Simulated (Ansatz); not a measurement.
`O[CH2][InH][OH]`, charge 0, multiplicity 1.

**Question.** Give a relaxed structure at PBE0-D4/def2-TZVP (the Gaussian-basis code of Ansatz). (Best estimate.)

**Answer.** Computed: 
```xyz
9

O    -0.2611    0.2552    1.6878
C     0.3777    1.0326    0.7098
In    0.0347    0.1076   -1.2122
O    -0.4812   -1.6430   -0.3484
H    -0.3698   -0.6470    1.3522
H    -0.0185    2.0504    0.7401
H     1.4619    1.0972    0.8757
H     0.0141    0.1301   -2.9172
H    -0.7578   -2.3832   -0.8879
```
This is one stationary point; other conformers may exist.
